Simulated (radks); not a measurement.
Task: These are the eigenvalues of the occupied orbitals of an atom or ion with whole-number occupations (eV). Method: scalar-relativistic Kohn-Sham, PW91, spin-polarised, spherical densities, point nucleus; computed with a radial shooting solver on a logarithmic mesh with Libxc functionals.

1s: -4431.185
2s: -507.7251
2p: -421.7449
3s: -86.4926
3p: -64.6949

Which element is it, and in what charge state? The configuration may be excited. Open shells, if any, are filled with parallel spins first.

Result: Z = 21, scandium, charge +3: Sc3+ in [Ar]. The list shows which subshells hold electrons but not how many an open one holds; the 1s level, -162.84 hartree, gives Z - s = 18.0 by -(Z - s)^2/2, which with screening and relativity narrows Z to a few neighbours, and the depths of the outer levels then fix element, charge and occupations together.
